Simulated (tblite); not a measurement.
CH₉ClOSi₃.
Atom-mapped SMILES: `[CH3:1][Si@H:2]([SiH3:3])[O:4][SiH2:5][Cl:6]` (hydrogens: H7, H8, H9 on C1; H10 on Si2; H11, H12, H13 on Si3; H14, H15 on Si5)

Computed with GFN2-xTB (tblite), gas phase: L-BFGS steps from a force-field or distance-geometry start until the largest atomic force falls under 0.01 eV/Å.

Step 16: E = -562.6988 eV
```
atom  x, y, z in Å  |  force x, y, z in eV/Å
C1     -1.5971   -1.6816   -0.0632   -0.054  -0.066  -0.050
Si2    -0.2977   -0.4420    0.5523   -0.065   0.069   0.116
Si3    -1.0876    1.7243    0.3509   -0.014   0.031   0.001
O4      1.0842   -0.6102   -0.3295   -0.041   0.014   0.053
Si5     2.5599   -0.0078   -0.5573   -0.035  -0.017  -0.059
Cl6     2.3992    1.5523   -1.8046    0.007   0.027  -0.014
H7     -1.8975   -1.4940   -1.0892    0.027   0.049  -0.076
H8     -2.4887   -1.5831    0.5501    0.006   0.010   0.019
H9     -1.2861   -2.7194   -0.0086    0.116  -0.035   0.029
H10     0.1464   -0.8747    1.8941   -0.044   0.039  -0.034
H11    -2.2742    1.8810    1.2045    0.018   0.019  -0.005
H12    -1.5152    2.1105   -1.0029    0.023  -0.052   0.029
H13    -0.1340    2.7611    0.7666    0.005  -0.029   0.016
H14     3.2899   -1.0882   -1.1931    0.031  -0.026   0.002
H15     3.0941    0.4797    0.7079    0.020  -0.032  -0.029
```

Step 17: E = -562.7010 eV
```
atom  x, y, z in Å  |  force x, y, z in eV/Å
C1     -1.5950   -1.6827   -0.0631   -0.017  -0.033  -0.036
Si2    -0.3020   -0.4397    0.5576   -0.059   0.062   0.042
Si3    -1.0871    1.7245    0.3529   -0.029   0.076   0.010
O4      1.0787   -0.6068   -0.3272   -0.028   0.015   0.058
Si5     2.5561   -0.0104   -0.5575   -0.009   0.007  -0.048
Cl6     2.3977    1.5527   -1.8037    0.008   0.009  -0.006
H7     -1.8900   -1.4921   -1.0885    0.011   0.042  -0.127
H8     -2.4889   -1.5910    0.5448   -0.042   0.020   0.055
H9     -1.2778   -2.7171   -0.0081    0.124  -0.079   0.019
H10     0.1424   -0.8761    1.8920   -0.018   0.021   0.050
H11    -2.2747    1.8849    1.2049    0.021   0.018  -0.007
H12    -1.5113    2.1106   -1.0013    0.015  -0.055   0.017
H13    -0.1341    2.7640    0.7645    0.006  -0.038   0.022
H14     3.2825   -1.0941   -1.1941    0.018  -0.010   0.010
H15     3.0990    0.4813    0.7050   -0.003  -0.055  -0.060
```

Question: Estimate the geometry and energy of step 18. (The exact step hangs on the optimiser's Hessian estimate; all steps are aligned on step 17, rigid shifts and turns removed.)

Answer: E = -562.7034 eV, largest force 0.137 eV/Å
```
atom  x, y, z in Å  |  force x, y, z in eV/Å
C1     -1.5930   -1.6847   -0.0639    0.024   0.007  -0.018
Si2    -0.3081   -0.4358    0.5644   -0.050   0.031  -0.049
Si3    -1.0871    1.7263    0.3555   -0.036   0.103   0.020
O4      1.0718   -0.6025   -0.3233   -0.010   0.022   0.062
Si5     2.5513   -0.0133   -0.5587    0.009   0.022  -0.029
Cl6     2.3960    1.5533   -1.8028    0.007  -0.009  -0.003
H7     -1.8809   -1.4892   -1.0900    0.001   0.016  -0.134
H8     -2.4898   -1.5999    0.5394   -0.063   0.016   0.061
H9     -1.2656   -2.7157   -0.0072    0.107  -0.081  -0.001
H10     0.1375   -0.8776    1.8907    0.006   0.002   0.137
H11    -2.2750    1.8899    1.2054    0.011   0.022   0.000
H12    -1.5064    2.1097   -0.9993    0.001  -0.052  -0.010
H13    -0.1341    2.7668    0.7624    0.015  -0.034   0.033
H14     3.2741   -1.1013   -1.1949    0.001   0.010   0.017
H15     3.1048    0.4821    0.7004   -0.024  -0.075  -0.087
```

The energy changes by -0.0024 eV. The first-order estimate −F·Δx gives -0.0033 eV and the mean of the old and new forces, exact on a quadratic surface, -0.0024 eV. The step makes an angle of 68° with the force vector and moves no atom by more than 0.012 Å.

The cost below is that of the whole relaxation. Hardware: one thread, AMD EPYC (x86_64), no GPU, on a shared host. Cost: 4.1 s wall, 3.0 s CPU.
